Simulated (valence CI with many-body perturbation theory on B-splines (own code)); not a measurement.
Forbidden lines of Er²⁷⁺

Level of theory: valence CI with perturbative core correlation (CI+MBPT): five valence electrons over a frozen Dirac-Fock core [Kr], radial functions for each j: 7 s, 7 p, 8 d, 6 f, 4 g, 1 h, with the one-electron correlation potential Σ1, the two-electron term Σ2, the three-electron term Σ3, Breit, model QED; selected CI, second order for the rest (own B-spline code, finite nucleus).

No measured spectrum was set against this ion. As an estimate, large intervals hold to a few tenths of a per cent, small ones and those within an open d or f shell to about a per cent. Only levels of the ground parity were solved; by the run's estimate the other parity begins above the list, which can be wrong where configurations are misplaced.

Lines 51 to 100 of 120 in falling wavelength, among levels below 403270 cm⁻¹, chosen from the decays that carry over 1 % of a level's rate. Wavelengths and rates use the calculated energies. Electric multipoles are in the length gauge, E1 and E2 with the static RPA response of the core. S is in atomic units (e²a₀⁴ for E2 and M2, e²a₀⁶ for E3), for M1 in squared Bohr magnetons. Weak lines are less certain than strong ones. Lines between different terms over intervals too small for the method are left out, as are lines whose strength nearly cancels.

Levels are named by their leading jj configuration (3d3/2^4 stands for four electrons in 3d with j = 3/2), which in mixed levels can hold well under half, so a name can repeat and another be missing. Letters in brackets count levels of one name in rising energy.

```
λ vac (Å)                        Upper                        Lower  Type   A (s⁻¹)  S (a.u.)
     1181  (4d3/2^2 4d5/2^3) J=1/2 [a]  (4d3/2^3 4d5/2^2) J=3/2 [a]    M1  7.93e+03  9.68e-01
     1160    (4d3/2 4d5/2^4) J=5/2 [a]  (4d3/2^2 4d5/2^3) J=7/2 [a]    M1  7.32e+03  2.54e+00
     1160  (4d3/2^2 4d5/2^3) J=5/2 [c]  (4d3/2^3 4d5/2^2) J=7/2 [b]    M1  4.27e+03  1.48e+00
     1147     (4d3/2^2 4d5/2^3) J=13/2     (4d3/2^3 4d5/2^2) J=11/2    M1  1.58e+03  1.24e+00
     1111  (4d3/2^3 4d5/2^2) J=7/2 [a]        (4d3/2^4 4d5/2) J=5/2    M1  4.03e+03  1.64e+00
     1109  (4d3/2^2 4d5/2^3) J=5/2 [a]  (4d3/2^3 4d5/2^2) J=5/2 [a]    M1  1.85e+04  5.62e+00
     1098  (4d3/2^2 4d5/2^3) J=3/2 [a]  (4d3/2^3 4d5/2^2) J=3/2 [a]    M1  1.11e+04  2.17e+00
     1079    (4d3/2 4d5/2^4) J=3/2 [a]  (4d3/2^2 4d5/2^3) J=5/2 [b]    M1  4.21e+03  7.83e-01
     1075  (4d3/2^3 4d5/2^2) J=3/2 [a]        (4d3/2^4 4d5/2) J=5/2    M1  1.33e+04  2.44e+00
     1049  (4d3/2^2 4d5/2^3) J=5/2 [b]  (4d3/2^3 4d5/2^2) J=3/2 [a]    M1  1.78e+03  4.55e-01
     1041       (4d3/2 4d5/2^4) J=11/2     (4d3/2^2 4d5/2^3) J=13/2    M1  3.39e+03  1.70e+00
     1031    (4d3/2 4d5/2^4) J=3/2 [a]  (4d3/2^2 4d5/2^3) J=3/2 [a]    M1  1.20e+04  1.95e+00
     1016  (4d3/2^2 4d5/2^3) J=5/2 [b]  (4d3/2^3 4d5/2^2) J=7/2 [a]    M1  3.51e+03  8.19e-01
     1015  (4d3/2^3 4d5/2^2) J=3/2 [b]  (4d3/2^3 4d5/2^2) J=5/2 [a]    M1  7.03e+02  1.09e-01
     1014    (4d3/2 4d5/2^4) J=7/2 [a]  (4d3/2^2 4d5/2^3) J=9/2 [a]    M1  1.01e+04  3.13e+00
     1009  (4d3/2^2 4d5/2^3) J=7/2 [b]  (4d3/2^3 4d5/2^2) J=5/2 [b]    M1  2.06e+02  6.29e-02
     1008  (4d3/2^2 4d5/2^3) J=9/2 [b]      (4d3/2^3 4d5/2^2) J=9/2    M1  1.02e+04  3.87e+00
    994.2  (4d3/2^2 4d5/2^3) J=5/2 [d]  (4d3/2^2 4d5/2^3) J=5/2 [b]    M1  4.06e+03  8.88e-01
    981.1    (4d3/2 4d5/2^4) J=5/2 [a]  (4d3/2^2 4d5/2^3) J=5/2 [a]    M1  2.61e+04  5.48e+00
    967.1    (4d3/2 4d5/2^4) J=3/2 [a]  (4d3/2^2 4d5/2^3) J=1/2 [a]    M1  1.09e+04  1.46e+00
    965.2  (4d3/2^2 4d5/2^3) J=7/2 [b]      (4d3/2^3 4d5/2^2) J=9/2    M1  2.49e+03  6.63e-01
    963.5  (4d3/2^2 4d5/2^3) J=7/2 [c]  (4d3/2^3 4d5/2^2) J=7/2 [b]    M1  4.00e+03  1.06e+00
    962.1  (4d3/2^2 4d5/2^3) J=3/2 [b]      (4d3/2^3 4d5/2^2) J=1/2    M1  1.42e+03  1.87e-01
    949.5      (4d3/2^3 4d5/2^2) J=9/2        (4d3/2^4 4d5/2) J=5/2    E2  1.09e+00  7.54e-03
    944.4  (4d3/2^2 4d5/2^3) J=7/2 [a]  (4d3/2^3 4d5/2^2) J=5/2 [a]    M1  2.05e+03  5.13e-01
    942.5       (4d3/2 4d5/2^4) J=11/2  (4d3/2^2 4d5/2^3) J=9/2 [a]    M1  4.25e+03  1.58e+00
    924.6  (4d3/2^2 4d5/2^3) J=9/2 [b]     (4d3/2^3 4d5/2^2) J=11/2    M1  3.51e+03  1.03e+00
    924.5    (4d3/2 4d5/2^4) J=7/2 [a]  (4d3/2^2 4d5/2^3) J=7/2 [a]    M1  8.85e+03  2.07e+00
    916.7  (4d3/2^2 4d5/2^3) J=3/2 [b]  (4d3/2^3 4d5/2^2) J=5/2 [b]    M1  1.76e+03  2.01e-01
    899.7       (4d3/2 4d5/2^4) J=11/2     (4d3/2^2 4d5/2^3) J=11/2    M1  1.52e+04  4.92e+00
    877.2  (4d3/2^2 4d5/2^3) J=1/2 [b]      (4d3/2^3 4d5/2^2) J=1/2    M1  5.02e+03  2.51e-01
    873.2  (4d3/2^2 4d5/2^3) J=9/2 [b]  (4d3/2^3 4d5/2^2) J=7/2 [a]    M1  3.27e+03  8.07e-01
    840.7  (4d3/2^2 4d5/2^3) J=7/2 [b]  (4d3/2^3 4d5/2^2) J=7/2 [a]    M1  1.68e+02  2.96e-02
    839.0  (4d3/2^2 4d5/2^3) J=5/2 [c]  (4d3/2^3 4d5/2^2) J=3/2 [a]    M1  2.74e+03  3.60e-01
    833.6  (4d3/2^2 4d5/2^3) J=7/2 [c]  (4d3/2^3 4d5/2^2) J=5/2 [b]    M1  2.04e+03  3.51e-01
    817.9  (4d3/2^2 4d5/2^3) J=5/2 [c]  (4d3/2^3 4d5/2^2) J=7/2 [a]    M1  7.48e+03  9.10e-01
    811.1  (4d3/2^2 4d5/2^3) J=9/2 [c]  (4d3/2^3 4d5/2^2) J=7/2 [b]    M1  4.17e+03  8.24e-01
    807.0    (4d3/2 4d5/2^4) J=7/2 [a]  (4d3/2^2 4d5/2^3) J=5/2 [a]    M1  1.11e+03  1.73e-01
    806.0    (4d3/2 4d5/2^4) J=5/2 [a]  (4d3/2^3 4d5/2^2) J=7/2 [b]    M1  4.34e+02  5.06e-02
    803.3  (4d3/2^2 4d5/2^3) J=7/2 [c]      (4d3/2^3 4d5/2^2) J=9/2    M1  4.57e+03  7.03e-01
    799.3  (4d3/2^2 4d5/2^3) J=5/2 [d]  (4d3/2^2 4d5/2^3) J=7/2 [a]    M1  1.68e+03  1.91e-01
    794.4  (4d3/2^2 4d5/2^3) J=3/2 [b]  (4d3/2^3 4d5/2^2) J=3/2 [a]    M1  2.56e+03  1.91e-01
    793.5  (4d3/2^3 4d5/2^2) J=7/2 [b]        (4d3/2^4 4d5/2) J=5/2    M1  4.59e+02  6.80e-02
    792.9  (4d3/2^2 4d5/2^3) J=3/2 [a]  (4d3/2^3 4d5/2^2) J=5/2 [a]    M1  8.88e+03  6.56e-01
    754.7  (4d3/2^2 4d5/2^3) J=5/2 [d]  (4d3/2^3 4d5/2^2) J=3/2 [b]    M1  3.63e+03  3.47e-01
    752.1    (4d3/2 4d5/2^4) J=3/2 [a]  (4d3/2^2 4d5/2^3) J=5/2 [a]    M1  3.22e+03  2.03e-01
    735.6  (4d3/2^2 4d5/2^3) J=1/2 [b]  (4d3/2^3 4d5/2^2) J=3/2 [a]    M1  1.05e+04  3.09e-01
    713.0    (4d3/2 4d5/2^4) J=5/2 [a]  (4d3/2^3 4d5/2^2) J=5/2 [b]    M1  4.69e+03  3.78e-01
    710.0  (4d3/2^2 4d5/2^3) J=5/2 [d]  (4d3/2^2 4d5/2^3) J=5/2 [a]    M1  1.86e+03  1.48e-01
    684.7    (4d3/2 4d5/2^4) J=7/2 [a]  (4d3/2^3 4d5/2^2) J=7/2 [b]    M1  4.76e+02  4.54e-02
```
